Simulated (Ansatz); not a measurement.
`[F][Ga]([F])[SiH3]` + `NC(O)(F)F` → `OC(F)(F)N[SiH3]` + `[F][GaH][F]`  (cleavage of the Si–Ga bond)

Program: Ansatz. Geometries: PBE0-D4/def2-TZVP. ΔE: electronic, gas phase. CCSD(T)/CBS is the MP2 limit (def2-TZVPP, def2-QZVPP) plus CCSD(T) − MP2 in def2-TZVPP, frozen cores. For Ga outer-core shells are correlated without core-valence functions, which leaves a few kJ/mol of doubt a bond. Scalar relativity is left out up to krypton. Each species was taken in one conformer, which may not be the lowest.

`[F][Ga]([F])[SiH3]`:

Z-matrix (Å, degrees):
```
Si
Ga 1 2.387
H 1 1.483 2 109.3
H 1 1.483 2 108.8 3 -120.9
H 1 1.484 2 107.8 3 119.8
F 2 1.749 1 125.2 3 -20.8
F 2 1.750 1 124.5 3 160.0
```

`NC(O)(F)F`:

Z-matrix (Å, degrees):
```
C
O 1 1.366
F 1 1.357 2 109.2
N 1 1.402 2 113.6 3 122.2
F 1 1.357 2 109.2 3 -115.7
H 2 0.965 1 108.7 3 58.0
H 4 1.011 1 110.1 2 60.2
H 4 1.011 1 110.1 2 -60.7
```

`OC(F)(F)N[SiH3]`:

Z-matrix (Å, degrees):
```
C
F 1 1.364
F 1 1.378 2 103.4
O 1 1.355 2 111.5 3 -116.0
N 1 1.385 2 108.8 3 120.7
H 4 0.964 1 108.3 2 73.3
Si 5 1.737 1 125.6 2 -21.5
H 5 1.006 1 113.3 2 162.5
H 7 1.483 5 111.6 1 -53.5
H 7 1.483 5 112.1 1 69.0
H 7 1.484 5 104.0 1 -172.4
```

`[F][GaH][F]`:

```xyz
4

F     0.825    1.267   -0.743
Ga    0.049   -0.085    0.030
F    -1.659    0.175    0.235
H     0.785   -1.357    0.478
```

| species | SCS-MP2/def2-QZVPP energy (Eh) |
| --- | --- |
| `[F][Ga]([F])[SiH3]` | -2414.16592 |
| `NC(O)(F)F` | -369.18651 |
| `OC(F)(F)N[SiH3]` | -659.46298 |
| `[F][GaH][F]` | -2123.89969 |

Q: Work out ΔE.

A: ΔE = (-659.46298) + (-2123.89969) − (-2414.16592) − (-369.18651) = -0.01024 Eh = -6.4 kcal/mol. CCSD(T)/CBS gives -3.8 kcal/mol.

Largest T1 diagnostic among the species: 0.015.

The D4 term adds −0.9 kcal/mol with B3LYP and −0.5 kcal/mol with PBE0; it sums over pairs of atoms, weighted by their polarisabilities, and B3LYP, whose exchange is more repulsive, gets the larger term. From PBE to PBE0 (25 % exact exchange), in def2-TZVPP and without D4, ΔE moves by −1.4 kcal/mol.

B3LYP here is the variant with VWN-RPA as its local correlation; programs differ in this.
